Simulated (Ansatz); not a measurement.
`C[SiH2]BO` → `CBO` + `[SiH2]` at 400 K and 1 bar (silylene formation by 1,1-elimination).

Computed with Ansatz on PBE0-D4/def2-TZVP structures; ΔE is electronic, products minus reactants. CBS: MP2 limit from def2 TZ/QZ plus the TZ coupled-cluster correction, frozen cores. This one scheme is used for every species. Each species was taken in one conformer, which may not be the lowest.

| species | CCSD(T)/CBS energy (Eh) | H − E (kJ/mol) | S (J/(mol·K)) |
| --- | --- | --- | --- |
| `C[SiH2]BO` | -431.35068 | 245.0 | 368.0 |
| `CBO` | -141.08489 | 189.7 | 293.8 |
| `[SiH2]` | -290.19011 | 44.2 | 218.1 |

H − E and S are ideal-gas, rigid-rotor, harmonic terms from PBE0-D4/def2-TZVP, for one conformer and one mirror image of each species. 1 Eh = 2625.50 kJ/mol, R = 8.31446 J/(mol·K).

Q: By hand: ΔE, ΔH, ΔS and ΔG.

A: ΔE = (-141.08489) + (-290.19011) − (-431.35068) = 0.07568 Eh = 198.7 kJ/mol. Δ(H − E) = 189.7 + 44.2 − 245.0 = -11.1, so ΔH = 187.6 kJ/mol. ΔS = 293.8 + 218.1 − 368.0 = 143.9 J/(mol·K). ΔG = 187.6 − 400 × (143.9)/1000 = 130.0 kJ/mol.

Q: By hand: the equilibrium constant, and the temperature at which ΔG would vanish if ΔH and ΔS stayed fixed.

A: log₁₀ K = −ΔG/(RT ln 10) = -17.0. ΔG = 0 at ΔH/ΔS = 1304 K.

The number of gas molecules changes by +1, which sets the sign of ΔS. A doubt of 5 kJ/mol in ΔE shifts log₁₀ K by 0.7 here. Other conformers and mirror images would add mixing entropy, several J/(mol·K) or more a flexible species. These are equilibria of isolated gas molecules and say nothing of rates. Largest T1 diagnostic: 0.014 (customary marks: 0.02 for closed shells, 0.045 for open ones).
